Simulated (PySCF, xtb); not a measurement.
FIn, SMILES [F][In] (connectivity only; charge and spin as stated), charge +1, multiplicity 2.

Harmonic wavenumbers (cm⁻¹) from GFN2-xTB run with xtb at its own minimum, in rising order: 160.

Q: What does PySCF with B3LYP-D3(BJ)/def2-TZVP give at its own minimum? (The exact figures need the calculation; the answer reports its results.)

A: 536. Paired by order, the mean absolute difference is 376 cm⁻¹ and the zero-point energies are 0.2 and 0.8 kcal/mol.
